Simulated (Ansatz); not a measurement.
# Nudged elastic band run: BClH2O2

Input:

```yaml
crystal:
  periodic: [false, false, false]
  atoms:
    - { symbol: O, position_ang: [0.162967, 1.002786, -0.467473] }
    - { symbol: B, position_ang: [-0.127909, -0.222705, 0.001541] }
    - { symbol: O, position_ang: [0.609269, -0.790754, 0.960094] }
    - { symbol: Cl, position_ang: [-1.519248, -1.131502, -0.649798] }
    - { symbol: H, position_ang: [-0.410051, 1.327223, -1.144031] }
    - { symbol: H, position_ang: [1.327072, -0.248949, 1.253568] }
basis:
  gaussian: { orbitals: def2-SVP }
hamiltonian:
  xc: hf
neb:
  order_check: false
  images: 5
  f_tol: 0.05
  max_iterations: 60
  final_atoms:
    - { symbol: O, position_ang: [-0.40993802, 0.94072161, -0.91806954] }
    - { symbol: B, position_ang: [-0.19464614, -0.10981004, -0.12113757] }
    - { symbol: O, position_ang: [0.82567163, -0.12319994, 0.75382554] }
    - { symbol: Cl, position_ang: [-1.29846087, -1.50715561, -0.24258795] }
    - { symbol: H, position_ang: [0.21505365, 1.64024412, -0.79575716] }
    - { symbol: H, position_ang: [0.90441975, -0.90470113, 1.27762768] }
  initial_path:
    images:
      - { positions_ang: [[0.162967, 1.002786, -0.467473], [-0.127909, -0.222705, 0.001541], [0.609269, -0.790754, 0.960094], [-1.519248, -1.131502, -0.649798], [-0.410051, 1.327223, -1.144031], [1.327072, -0.248949, 1.253568]] }
      - { positions_ang: [[0.1941313, 1.02962927, -0.53923324], [-0.08497769, -0.21037328, -0.03720784], [0.74498048, -0.78944563, 0.87038599], [-1.51492234, -1.11439831, -0.56502883], [-0.46582429, 1.34236667, -1.15280811], [1.16871254, -0.32167972, 1.37779302]] }
      - { positions_ang: [[0.22529561, 1.05647254, -0.61099348], [-0.04204637, -0.19804155, -0.07595667], [0.88069195, -0.78813726, 0.78067798], [-1.51059668, -1.09729463, -0.48025965], [-0.52159758, 1.35751033, -1.16158522], [1.01035307, -0.39441043, 1.50201804]] }
      - { positions_ang: [[0.25645991, 1.08331581, -0.68275371], [0.00088494, -0.18570983, -0.11470551], [1.01640343, -0.78682889, 0.69096997], [-1.50627103, -1.08019094, -0.39549048], [-0.57737087, 1.372654, -1.17036234], [0.85199361, -0.46714115, 1.62624306]] }
      - { positions_ang: [[0.03432727, 1.03578441, -0.76119232], [-0.06429208, -0.1604099, -0.11684953], [0.95282616, -0.56561924, 0.71192183], [-1.43700097, -1.2225125, -0.34452297], [-0.31322937, 1.4618507, -1.04549394], [0.86946899, -0.61299448, 1.51003793]] }
      - { positions_ang: [[-0.18780538, 0.98825301, -0.83963093], [-0.12946911, -0.13510997, -0.11899355], [0.8892489, -0.34440959, 0.73287369], [-1.36773092, -1.36483406, -0.29355546], [-0.04908786, 1.55104741, -0.92062555], [0.88694437, -0.75884781, 1.39383281]] }
      - { positions_ang: [[-0.40993802, 0.94072161, -0.91806954], [-0.19464614, -0.10981004, -0.12113757], [0.82567163, -0.12319994, 0.75382554], [-1.29846087, -1.50715561, -0.24258795], [0.21505365, 1.64024412, -0.79575716], [0.90441975, -0.90470113, 1.27762768]] }
```

Run as:

```bash
$ ansatz run input.yaml --threads 1 --pin off --max-ram 2048MiB --backend cpu --events-out ev --progress --plain --runs-dir out
```

Output, in part (warnings, iteration lines, the closing report on the highest movable image, with atoms numbered from 0):

```
NEB end point (image 0): max|allowed force component| = 6.122e-3 eV/Å (the criterion of neb.relax_end_points is 1.000e-2)
NEB end point (image 6): max|allowed force component| = 1.341e-3 eV/Å (the criterion of neb.relax_end_points is 1.000e-2)
NEB iter   1: max|band force component| = 8.424e1 eV/Å  barrier→ = 12.0945 eV  barrier← = 12.0945 eV  Δτ_max = 0.1868 Å  (243 SCF iters)
NEB iter   2: max|band force component| = 2.961e1 eV/Å  barrier→ = 4.1467 eV  barrier← = 4.1467 eV  Δτ_max = 0.1989 Å  (172 SCF iters)
NEB iter   3: max|band force component| = 1.293e1 eV/Å  barrier→ = 1.6734 eV  barrier← = 1.6734 eV  Δτ_max = 0.1960 Å  (169 SCF iters)
NEB iter   4: max|band force component| = 3.971e0 eV/Å  barrier→ = 1.1699 eV  barrier← = 1.1699 eV  Δτ_max = 0.1733 Å  (158 SCF iters)
NEB iter   5: max|band force component| = 1.766e0 eV/Å  barrier→ = 0.6505 eV  barrier← = 0.6505 eV  Δτ_max = 0.1883 Å  (170 SCF iters)
NEB iter   6: max|band force component| = 9.794e-1 eV/Å  barrier→ = 0.4662 eV  barrier← = 0.4662 eV  Δτ_max = 0.0648 Å  (160 SCF iters)
NEB iter   7: max|band force component| = 7.895e-1 eV/Å  barrier→ = 0.4117 eV  barrier← = 0.4117 eV  Δτ_max = 0.0794 Å  (165 SCF iters)
NEB iter   8: max|band force component| = 5.288e-1 eV/Å  barrier→ = 0.3643 eV  barrier← = 0.3643 eV  Δτ_max = 0.0430 Å  (166 SCF iters)
NEB iter   9: max|band force component| = 6.870e-1 eV/Å  barrier→ = 0.3511 eV  barrier← = 0.3511 eV  Δτ_max = 0.0220 Å  (167 SCF iters)
NEB iter  10: max|band force component| = 6.540e-1 eV/Å  barrier→ = 0.3332 eV  barrier← = 0.3332 eV  CI = image 5  Δτ_max = 0.0219 Å  (168 SCF iters)
NEB iter  11: max|band force component| = 6.265e-1 eV/Å  barrier→ = 0.3390 eV  barrier← = 0.3390 eV  CI = image 5  Δτ_max = 0.0438 Å  (169 SCF iters)
NEB iter  12: max|band force component| = 5.422e-1 eV/Å  barrier→ = 0.3410 eV  barrier← = 0.3410 eV  CI = image 5  Δτ_max = 0.0881 Å  (168 SCF iters)
NEB iter  13: max|band force component| = 5.533e-1 eV/Å  barrier→ = 0.3672 eV  barrier← = 0.3672 eV  CI = image 5  Δτ_max = 0.0439 Å  (163 SCF iters)
NEB iter  14: max|band force component| = 2.177e-1 eV/Å  barrier→ = 0.3724 eV  barrier← = 0.3724 eV  CI = image 5  Δτ_max = 0.0738 Å  (165 SCF iters)
NEB iter  15: max|band force component| = 1.915e-1 eV/Å  barrier→ = 0.3773 eV  barrier← = 0.3773 eV  CI = image 5  Δτ_max = 0.0165 Å  (165 SCF iters)
NEB iter  16: max|band force component| = 1.395e-1 eV/Å  barrier→ = 0.3774 eV  barrier← = 0.3774 eV  CI = image 5  Δτ_max = 0.0189 Å  (170 SCF iters)
NEB iter  17: max|band force component| = 7.878e-2 eV/Å  barrier→ = 0.3774 eV  barrier← = 0.3774 eV  CI = image 5  Δτ_max = 0.0047 Å  (169 SCF iters)
NEB iter  18: max|band force component| = 3.008e-2 eV/Å  barrier→ = 0.3774 eV  barrier← = 0.3774 eV  CI = image 5  Δτ_max = 0.0000 Å  (449 SCF iters)
Total energy: -17277.76371853 eV, -634.9461053670 hartree
Atom 0 at     0.059956     0.856677    -1.066445 Å, force    -0.001154     0.002056    -0.000656 eV/Å
Atom 1 at    -0.019690    -0.110652    -0.133449 Å, force    -0.001126    -0.004438    -0.000546 eV/Å
Atom 2 at     0.926143    -0.262713     0.798652 Å, force     0.001647     0.001181     0.001825 eV/Å
Atom 3 at    -1.407208    -1.255935    -0.144957 Å, force     0.002121     0.001930     0.000820 eV/Å
Atom 4 at    -0.320823     1.700674    -0.885818 Å, force     0.000436    -0.000611     0.000008 eV/Å
Atom 5 at     0.803724    -0.991952     1.385918 Å, force    -0.001924    -0.000118    -0.001451 eV/Å
Dipole moment:    -0.046812     0.166811     0.315184 e Å
```

It converged. The profile has 2 maxima (images 2, 5) with wells between them (image 3): this band takes more than one step, which may be the mechanism or a detour left from its start path. A vibrational analysis at the climbing image gives one clearly imaginary mode, 562i cm⁻¹: a first-order saddle point.

Final band (atoms are numbered from 1 in the order of the input):

| image | path coordinate (Å) | energy (kcal/mol) | dihedral H5–O1–B2–Cl4 (°) |
| --- | --- | --- | --- |
| 0 | 0.00 | 0.0 | 0 |
| 1 | 0.47 | 4.8 | -1 |
| 2 | 0.93 | 8.6 | -1 |
| 3 | 1.40 | 3.6 | -1 |
| 4 | 1.86 | 4.4 | 42 |
| 5 | 2.33 | 8.7 | 91 |
| 6 | 3.17 | 0.0 | -180 |

Time of the run: 83 s on 1 thread of AMD EPYC 7R43 64-Core Processor (Zen 3) (shared host), peak memory 0.13 GiB.
